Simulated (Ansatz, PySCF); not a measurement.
Si(Cl)(H)2(OAc) (C2H5ClO2Si), SMILES O=C(C)O[SiH2]Cl. Atoms are numbered in the order given.

```xyz
11

Si     1.1486    -0.4012    -0.4388
Cl     1.7209     1.0936     0.8463
O     -0.4648    -0.1770    -0.9218
C     -1.4580    -0.3891    -0.0315
C     -2.8113    -0.1541    -0.6236
O     -1.2305    -0.7237     1.0998
H      1.3360    -1.7260     0.1939
H      1.9045    -0.2537    -1.7031
H     -2.8807     0.8867    -0.9726
H     -3.5862    -0.3557     0.1237
H     -2.9491    -0.7988    -1.5038
```
Charge 0, spin multiplicity 1.

Geometry optimised at PBE0-D3(BJ)/def2-SVP. The values are those of a single conformer.

Two levels are set side by side: PBE-D3(BJ)/def2-SVP (Ansatz, an electronic-structure program) and PBE0-D3(BJ)/def2-SVP (Ansatz). Each level has its own optimised geometry; the coordinates shown are those of the second. Frequencies come from the Hessian of PySCF at each geometry. Differences are taken from unrounded values.

```
quantity                            PBE0-D3(BJ)  PBE-D3(BJ)  PBE-D3(BJ) minus PBE0-D3(BJ)
----------------------------------  -----------  ----------  ----------------------------
mean bond length (Å)                      1.405       1.418                         0.012
bond Si1–Cl2 (Å)                          2.053       2.067                         0.015
bond Si1–O3 (Å)                           1.699       1.719                         0.020
bond O3–C4 (Å)                            1.351       1.369                         0.018
bond C4–C5 (Å)                            1.496       1.506                         0.010
bond C4–O6 (Å)                            1.201       1.215                         0.014
bond Si1–H7 (Å)                           1.480       1.492                         0.012
bond Si1–H8 (Å)                           1.480       1.492                         0.012
bond C5–H9 (Å)                            1.100       1.108                         0.008
bond C5–H10 (Å)                           1.095       1.103                         0.008
bond C5–H11 (Å)                           1.100       1.108                         0.008
highest harmonic wavenumber (cm⁻¹)         3221        3129                           -91
mean harmonic wavenumber (cm⁻¹)            1163        1120                           -43
zero-point energy (kcal/mol)              44.89       43.22                         -1.67
```

GGA bonds tend to be longer and softer than those of functionals with exact exchange. Differences between two approximate levels are no errors against the true value.
